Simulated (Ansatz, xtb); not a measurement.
# Two isomers of ClH8NSi3

Structure a is `[SiH3][SiH2]N[SiH2]Cl`, a singlet and structure b is `[SiH3]N[Si@@H]([SiH3])Cl`, a singlet. Both are isolated molecules in the gas phase, relaxed with PBE-D3(BJ)/def2-SVP, each in the lowest conformer that the search found.

Problem. Estimate E(b) − E(a) at the level CCSD(T)/def2-SVP + ΔMP2/def2-TZVPP.

Solution. Too close to call at this level: CCSD(T)/def2-SVP + ΔMP2/def2-TZVPP gives E(b) − E(a) = −0.013 eV.

The same difference at several levels:

```tsv
level	geometry	E(b) − E(a) (eV)	departure from the last row (eV)	job, with rough time for the two
PBE-D3(BJ)/def2-SVP	PBE-D3(BJ)/def2-SVP	+0.003	+0.016	optimisation, 2.1 min
HF/def2-SVP	PBE-D3(BJ)/def2-SVP	+0.001	+0.015	part of the CCSD(T) run
MP2/def2-SVP	PBE-D3(BJ)/def2-SVP	−0.005	+0.009	part of the CCSD(T) run
CCSD(T)/def2-SVP	PBE-D3(BJ)/def2-SVP	−0.001	+0.013	single point
CCSD(T)/def2-SVP + ΔMP2/def2-TZVPP	PBE-D3(BJ)/def2-SVP	−0.013		single point, 53 s
```

As drawn, both hold the same kinds of bond in the same numbers.

The largest departure from CCSD(T)/def2-SVP + ΔMP2/def2-TZVPP is that of PBE-D3(BJ)/def2-SVP, 0.016 eV. Levels run at GFN2-xTB geometries aren't shown. The last row adds to CCSD(T) the change of the MP2 difference between the two basis sets, here −0.013 eV.

With thermal terms from frequencies at re-optimised GFN2-xTB minima (ideal gas, soft modes damped towards free rotors, one conformer each, 298.15 K, 1 atm): the zero-point term adds −0.003 eV; ΔH is −0.010 and ΔG −0.028 eV.

The correlated steps freeze 21 core orbitals. Mirror images aren't counted in ΔG. Run with Ansatz 0.2.0, xtb 6.7.1; the last row on 2 threads of Intel(R) Xeon(R) Platinum 8259CL CPU @ 2.50GHz (Skylake/Cascade Lake) on a shared host.
